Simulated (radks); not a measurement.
The numbers below are computed, except where a source is named.
Task: The mean radii <r> (bohr) of the occupied orbitals of an atom or ion are listed with their occupations. Level of theory: Dirac Kohn-Sham, LB94 model potential, spin-unpolarised, spherical densities, finite nucleus; Fermi nuclear charge, rms radius of each element as measured or else 0.836 A^(1/3) + 0.57 fm (a radial shooting solver on a logarithmic mesh with Libxc functionals).

| orbital | occ. | <r> |
|---|---|---|
| 1s1/2 | 2 | 0.05828 |
| 2s1/2 | 2 | 0.2633 |
| 2p1/2 | 2 | 0.2294 |
| 2p3/2 | 4 | 0.2323 |
| 3s1/2 | 2 | 0.6792 |

Name the element and its charge. Open shells, if any, fill j = l - 1/2 first.

Result: Z = 26, iron, charge +14: Fe14+ in [Ne] 3s2. The 1s radius gives Z: for a bare nucleus <r> = (2 gamma + 1)/(2Z) with gamma = sqrt(1 - (Z/c)^2), 0.05699 bohr for Z = 26, and screening makes it slightly larger (0.05828 here). The occupations add up to 12, and the charge is Z minus that.
